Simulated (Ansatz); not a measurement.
Input file for Ansatz (an electronic-structure program): R-PBE/def2-TZVPP on H3O2 (SMILES O[OH2+]), atoms moved off the minimum. Charge +1.

Ansatz 0.2 input:
```yaml
crystal:
  periodic: [false, false, false]
  atoms:
    - {symbol: O, position_ang: [0.65149787, -0.36005372, 0.40335466]}
    - {symbol: O, position_ang: [-0.54738650, 0.21346104, -0.30818738]}
    - {symbol: H, position_ang: [1.26327420, -0.14011619, -0.40589112]}
    - {symbol: H, position_ang: [-0.83777730, 0.96951161, 0.29925027]}
    - {symbol: H, position_ang: [-1.24879441, -0.50002334, -0.29066184]}
basis:
  gaussian:
    orbitals: def2-TZVPP
hamiltonian:
  xc: {name: PBE}
total_charge: 1
scf: {lower_state_search: off}
output: {forces: true}
```

It printed:

```
WARN ansatz: RAYON_NUM_THREADS=1 ignored (pool sized by the plan → 1); use --threads N
Functional definition: PBE
these checks for a lower state are left out or cut short: stability, starts, cluster_reference, orbital_swaps, neighbouring_geometries, increment
integrals: 0.02 GiB planned
479 factors; their error is unknown
mean field: 0.20 GiB planned
mean field evaluation 1: about -4117.0835 eV, gradient 8.6e1 eV
mean field evaluation 2: about -4096.2203 eV, gradient 1.3e2 eV
mean field evaluation 4: about -4128.7059 eV, gradient 5.3e0 eV
mean field evaluation 8: about -4128.7438 eV, gradient 3.6e-1 eV
mean field evaluation 16: about -4128.7440 eV, gradient 1.2e-5 eV
mean field -4128.74395493 eV, -151.7285417806 hartree, gradient 2.1e-6 eV, S^2 0.000000; 0 other end points of the search recorded, 0 dependent functions left out
the calculation of the forces begins
reference -4128.74397508 eV, -151.7285425209 hartree; 9, 9 occupied and 95, 95 virtual orbitals, 479 factors
Total energy: -4128.74397508 eV, -151.7285425209 hartree
Atom 0 at     0.651498    -0.360054     0.403355 Å, force     0.314267     0.874518    -2.387564 eV/Å
Atom 1 at    -0.547386     0.213461    -0.308187 Å, force    -0.342972     0.307772     0.997803 eV/Å
Atom 2 at     1.263274    -0.140116    -0.405891 Å, force    -0.364972    -0.714180     1.735354 eV/Å
Atom 3 at    -0.837777     0.969512     0.299250 Å, force     0.137507    -0.519802    -0.425375 eV/Å
Atom 4 at    -1.248794    -0.500023    -0.290662 Å, force     0.256171     0.051692     0.079782 eV/Å
Dipole moment:    -0.427762     0.208626    -0.181356 e Å
Checks for a lower state left out: stability, starts, cluster_reference, orbital_swaps, neighbouring_geometries, increment
```

Self-consistency was reached.

Cost: about 1.0 core-seconds (a rough figure).
